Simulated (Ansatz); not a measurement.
Ansatz results at the PBE0-D4/def2-TZVP geometry: HOMO–LUMO gap (PBE0/def2-TZVPP) 3.77 eV; HOMO–LUMO gap (ωB97M-V/def2-TZVPP) 7.43 eV; LUMO energy (PBE0/def2-TZVPP) -2.26 eV.

**Question.** Which molecule gave them?
A. `[Cl][Al]1[CH2][GaH]1`
B. `[Se]=C1CC1`
C. `[SiH3][O][SbH2]`
D. `[SiH3][C]1=[CH][GeH2]1`

**Answer.** A. The others give `[SiH3][C]1=[CH][GeH2]1`: 6.03, 10.20, -0.70; `[SiH3][O][SbH2]`: 6.10, 9.99, -1.42; `[Se]=C1CC1`: 3.64, 7.85, -2.39.
